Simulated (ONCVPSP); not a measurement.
**Cutoff test, silver, ONCV**

silver (Ag), optimised norm-conserving Vanderbilt (ONCV), made with ONCVPSP 4.0.1 (LDA (Perdew-Zunger), scalar-relativistic). Core [Ar] 3d10 4s2, reference 4p6 4d10 5s0.75 5p0.25. Waves: 5s: rc 2.20 bohr, ncon 3, nbas 7, qcut 2.3 1/bohr, 2 projectors, debl 1.4 Ha; 4p+5p: rc 1.40 bohr, ncon 4, nbas 7, qcut 12.3 1/bohr, 2 projectors; 4d: rc 1.40 bohr, ncon 3, nbas 8, qcut 12.3 1/bohr, 1 projector. Local part: polynomial inside 1.00 bohr (lpopt 5, dvloc0 -1 Ha). Core correction: Teter function, fcfact 4.25, rcfact 1.1.

Q: For each optimised wave give the share of its norm inside rc, the residual kinetic energy above qcut (Ha) and the cutoffs (Ha) for errors of 10, 1, 0.1 and 0.01 mHa per electron.

A:

```csv
wave,norm inside rc,residual KE,10 mHa,1 mHa,0.1 mHa,0.01 mHa
5s,0.241,5.3e-03,2.2,8.4,27.0,51.8
s projector 2,0.256,1.2e-01,6.6,15.9,36.2,72.6
4p,0.868,6.6e-08,30.6,43.4,53.1,61.0
5p,0.013,2.0e-09,8.6,22.2,40.0,50.8
4d,0.583,1.9e-09,27.2,36.2,44.1,51.3
```

The occupied waves need 43 Ha and 53 Ha for 1 and 0.1 mHa. Note: ghosts flagged at negative energy: s at -202.4 eV; GHOST(+) flagged for s at 78.4 eV. A true bound ghost makes a file unfit for plane-wave use. 1 of 4 tests not solved or not reliable.
